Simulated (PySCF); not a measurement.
CH₃ClMoO₃, SMILES C[O][Mo](=[O])(=[O])[Cl], multiplicity 1.

Geometry: B3LYP-D3(BJ)/def2-SVP. A frequency run showed that this geometry is not a minimum. The multiplicity is an assumed one; no other spin state was optimised. The structure was generated by enumeration; whether it is a known compound was not checked. The def2 effective core potentials stand for the cores of Mo; spin–orbit coupling is left out. Other conformers were not sampled.

Two levels are set side by side: PBE/def2-TZVP (PySCF) and ωB97X/def2-TZVP (PySCF). Same geometry, gas phase. Differences are taken from unrounded values.

| quantity | ωB97X | PBE | PBE minus ωB97X |
|---|---|---|---|
| orbital gap (eV) | 10.88 | 4.13 | -6.75 |
| highest occupied level (eV) | -11.74 | -7.68 | 4.07 |
| lowest empty level (eV) | -0.86 | -3.55 | -2.68 |
| dipole moment (D) | 3.77 | 3.77 | 0.01 |
| mean polarisability (bohr³) | 71.8 | 76.2 | 4.4 |

PBE's occupied levels lie high since its potential decays too fast outside the molecule; exact exchange lowers them and widens the gap. Loosely held outer electrons make PBE densities more polarisable. Differences between two approximate levels are no errors against the true value.

Rough cost on one machine, each run with all the roots and properties that it gave: ωB97X against PBE within a factor of 2.
